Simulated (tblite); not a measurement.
C₄H₁₅NOSi₃.
Geometry (GFN2-xTB, Å), atoms numbered from 1 in this order:
```xyz
24
C4H15NOSi3 angstrom
C      3.7325    0.0557    1.2840
O      2.4759   -0.0560    0.6938
Si     2.1896   -0.3860   -0.8643
N      0.4661   -0.3829   -0.8955
Si    -0.3424   -0.5903   -2.4196
Si    -0.3522   -0.2488    0.6416
C     -2.1906   -0.4828    0.3488
C     -3.1041    0.7077    0.3037
C     -3.1318   -0.2048    1.4830
H      4.2578   -0.9022    1.2614
H      4.3443    0.7962    0.7635
H      3.5948    0.3657    2.3202
H      2.7454   -1.6928   -1.2331
H      2.7480    0.6599   -1.7255
H      0.6564   -0.3784   -3.4655
H     -0.8702   -1.9552   -2.5230
H     -1.4178    0.3949   -2.5245
H     -0.1199    1.0814    1.2171
H      0.1002   -1.3052    1.5572
H     -2.4767   -1.3051   -0.2954
H     -3.9424    0.6897   -0.3780
H     -2.6720    1.6890    0.4284
H     -3.9909   -0.8460    1.6171
H     -2.7117    0.1496    2.4121
```

Computed with GFN2-xTB (tblite): harmonic, unscaled wavenumbers at the GFN2-xTB geometry, gas phase. This tight-binding method is rough: wavenumbers can miss measured ones by several per cent, in bad cases by 10 to 20. Modes of hydrogen on silicon can be 10 to 20 % off. One conformer, not necessarily the lowest.

Harmonic wavenumbers (cm⁻¹): 37.3, 40.3, 55.2, 72.4, 83.7, 89.1, 115.6, 119.0, 181.4, 186.8, 202.3, 260.1, 269.2, 298.3, 501.1, 511.4, 546.3, 581.9, 586.2, 605.9, 624.3, 684.0, 735.3, 766.5, 766.8, 778.6, 787.9, 799.5, 810.2, 811.7, 830.4, 845.8, 965.4, 985.2, 1006.8, 1016.4, 1025.4, 1067.5, 1070.1, 1112.6, 1135.3, 1137.5, 1161.1, 1165.9, 1244.9, 1356.4, 1416.6, 1450.9, 1483.8, 1492.4, 1493.8, 2194.3, 2200.5, 2213.1, 2223.8, 2248.4, 2255.0, 2266.2, 2943.9, 2958.4, 2990.7, 3035.2, 3070.9, 3077.7, 3084.6, 3097.2.

A = 1487, B = 598.0, C = 447.3 MHz; mass 177.046 u (most abundant isotopes); point group C1, symmetry number 1.

Q: What is the zero-point energy?

A: Half the sum of the wavenumbers: 38616 cm⁻¹ = 461.95 kJ/mol.

Q: What is S at 298.15 K and 1 bar for an ideal gas of classical rigid rotors and harmonic oscillators?

A: Translation 173.41, rotation 129.99, vibration 215.94: S = 519.3 J/(mol K).

Q: And Cp and H(298.15 K) − H(0)?

A: Cp = 226.32 J/(mol K), of which vibrations give 193.06 (their classical limit is 66 R = 548.8); H(298.15 K) − H(0) = 41.27 kJ/mol without the zero-point energy, 31.35 from vibrations.

Q: What must be added to the electronic energy to get the Gibbs energy at 298.15 K and 1 bar?

A: ZPE + [H(298.15 K) − H(0)] − T·S = 461.95 + 41.27 − 154.84 = 348.38 kJ/mol.

Q: How do the functions run with temperature in this model?

A: 
| T (K) | S (J/(mol K)) | Cp (J/(mol K)) | H − H(0) (kJ/mol) | G − H(0) (kJ/mol) | ln q(vib) |
| --- | --- | --- | --- | --- | --- |
| 100 | 345.3 | 115.8 | 7.75 | -26.78 | 4.09 |
| 200 | 441.3 | 168.4 | 21.90 | -66.37 | 9.02 |
| 300 | 520.7 | 227.4 | 41.69 | -114.54 | 13.40 |
| 500 | 661.3 | 324.8 | 97.54 | -233.10 | 21.51 |
| 800 | 835.4 | 414.7 | 209.72 | -458.59 | 32.50 |
| 1000 | 932.3 | 453.1 | 296.72 | -635.57 | 39.11 |

q(vib) and H(0) count from the zero-point level.

Q: Which modes carry the vibrational entropy at 298.15 K?

A: 37.3 cm⁻¹: 22.58; 40.3 cm⁻¹: 21.94; 55.2 cm⁻¹: 19.34; 72.4 cm⁻¹: 17.10; 83.7 cm⁻¹: 15.91; 89.1 cm⁻¹: 15.40 J/(mol K); the other 60 give 103.67 together.

Q: Blend soft modes into free rotors: weight 1/[1 + (100 cm⁻¹/ν̃)⁴] for the oscillator and the rest for a rotor with moment μB/(μ + B), μ = h/(8π²ν), B = 10⁻⁴⁴ kg m². What vibrational entropy results?

A: 190.75 J/(mol K) in place of 215.94, which changes −T·S at 298.15 K by +7.51 kJ/mol.

Hindered rotation and anharmonicity are outside this model. Other conformers, if any are populated, would add a mixing term that is left out. The structure is chiral; the term R ln 2 for an equal mix with its mirror image is left out.
